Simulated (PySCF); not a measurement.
C₅H₅F₂O₃ (doublet state).
Z-matrix (Å and degrees, GFN2-xTB geometry), rows numbered from 1:
```
O 
C   1  1.2183
C   2  1.4187  1  128.65
O   3  1.3378  2  114.26  1  -178.86
C   4  1.4301  3  109.68  2    -3.36
O   5  1.4075  4  109.31  3  -113.45
C   6  1.3610  5  115.63  4   -65.67
F   7  1.3574  6  110.80  5   -68.84
F   7  1.3325  6  107.91  5   174.61
C   5  1.5233  4  107.27  3     4.40
H   3  1.0743  2  129.01  1    -0.19
H   5  1.0995  4  106.88  3   127.60
H   7  1.1051  6  114.49  5    52.79
H  10  1.0881  2  110.80  1    60.16
H  10  1.0893  2  110.39  1   -60.64
```

The hyperfine couplings belong to this conformer and change with its torsions.

Identity: `O=C1[CH]O[C@@H](OC(F)F)C1` [radical].

Level of theory: UKS B3LYP, pcH-1 on C F H O, non-relativistic, mean-field spin-orbit, GIAO in PySCF. Geometry: GFN2-xTB, one conformer, isolated molecule. The geometry wasn't refined by DFT: couplings that depend on bond lengths, twists or pyramidal angles can differ widely from those at the functional's own minimum. Stability of the SCF solution: not tested.

**Question.** Match the computed a_iso(17O) values -23.9, -20.2, -2.9 MHz with the sites O1; O4; O6.

**Answer.** 
| site | a_iso (MHz) | ρ(0) (bohr⁻³) | position | distance from C3 (Å) | spin population | largest \|T\| (MHz) |
| --- | --- | --- | --- | --- | --- | --- |
| O1 | -20.2 | +0.0334 | 2 bonds from C3 | 2.38 | +0.29 | 91.7 |
| O4 | -23.9 | +0.0394 | 1 bond from C3 | 1.34 | +0.15 | 71.5 |
| O6 | -2.9 | +0.0047 | 3 bonds from C3 | 3.19 | 0.00 | 2.4 |

**Question.** The isotropic 13C couplings are +50.1, -32.6, -4.9, -2.7 MHz. Assign them to C2; C3; C5; C10.

**Answer.** 
| site | a_iso (MHz) | ρ(0) (bohr⁻³) | position | distance from C3 (Å) | spin population | largest \|T\| (MHz) |
| --- | --- | --- | --- | --- | --- | --- |
| C2 | -32.6 | -0.0290 | 1 bond from C3 | 1.42 | -0.05 | 5.6 |
| C3 | +50.1 | +0.0445 | largest spin population | 0.00 | +0.63 | 108.1 |
| C5 | -2.7 | -0.0024 | 2 bonds from C3 | 2.26 | -0.01 | 2.1 |
| C10 | -4.9 | -0.0044 | 2 bonds from C3 | 2.34 | 0.00 | 1.5 |

ρ(0) is the spin density at the nucleus and T the dipolar tensor. The Mulliken spin populations are largest on C3 (+0.63), O1 (+0.29) and O4 (+0.15). The angles at C3 add up to 360.0°, so it is planar; its axial dipolar tensor and the negative coupling of its proton fit spin in a p orbital normal to that plane.

The spin density at the nucleus, in bohr⁻³, is negative for C2 (-0.0290), H11 (-0.0101) and C10 (-0.0044), for instance. A restricted open-shell determinant has no negative spin density anywhere; here it arises because α and β orbitals differ (spin polarisation).

Hardware: one thread of an Arm Neoverse V2, no GPU, shared host with 96 logical CPUs at a one-minute load of 19. Cost: 80 s wall (grids of density and orbitals included), 1.1 GiB resident at most.
